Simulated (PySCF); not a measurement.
## `F[C@@H]1OCC[C@H]1S`, C4H7FOS

Geometry:
```
atom   x (Å)   y (Å)   z (Å)
  F1   0.030   2.243  -0.234
  C2  -0.483   1.136   0.433
  O3   0.465   0.591   1.251
  C4   1.312  -0.256   0.468
  C5   0.516  -0.642  -0.794
  C6  -0.827   0.068  -0.607
  S7  -2.134  -1.030   0.035
  H8  -1.324   1.506   1.027
  H9   1.569  -1.111   1.096
 H10   2.226   0.288   0.212
 H11   0.389  -1.719  -0.885
 H12   1.012  -0.273  -1.691
 H13  -1.227   0.502  -1.521
 H14  -1.525  -1.302   1.188
```

The calculation used TDDFT wB97X-D/aug-cc-pVDZ circular dichroism and optical rotation, one conformer, gas phase (PySCF 2.14.0). Geometry: GFN2-xTB.

The molecule is flexible and this is one conformer; a measurement averages over conformers.

Question: Draw the ECD and absorption spectra from the lowest 12 states, each a Gaussian of half-width 0.3 eV at 1/e height.

Answer: 
```tsv
E (eV)	λ (nm)	Δε (L mol⁻¹ cm⁻¹)	ε (L mol⁻¹ cm⁻¹)
5.18	239	-0.01	18.4
5.28	235	-0.04	50.1
5.38	230	-0.08	109
5.48	226	-0.14	191
5.58	222	-0.20	270
5.68	218	-0.22	320
5.78	214	-0.17	351
5.88	211	-0.06	441
5.98	207	+0.10	699
6.08	204	+0.31	1160
6.18	201	+0.50	1690
6.28	197	+0.62	2020
6.38	194	+0.59	1950
6.48	191	+0.44	1520
6.58	188	+0.22	980
6.68	186	+0.03	583
6.78	183	-0.03	436
6.88	180	+0.20	516
6.98	178	+0.75	762
7.08	175	+1.29	1150
7.18	173	+1.11	1660
7.28	170	-0.34	2250
7.38	168	-2.66	2810
7.48	166	-4.48	3170
7.58	164	-4.49	3230
7.68	161	-2.54	3030
7.78	159	+0.33	2670
7.88	157	+2.89	2280
7.98	155	+4.74	1960
8.08	153	+6.29	1790
8.18	152	+7.99	1800
8.28	150	+9.58	1900
```
Δε uses R in velocity form, ε uses f in length form. Only the states computed contribute, so the short-wavelength end is incomplete.
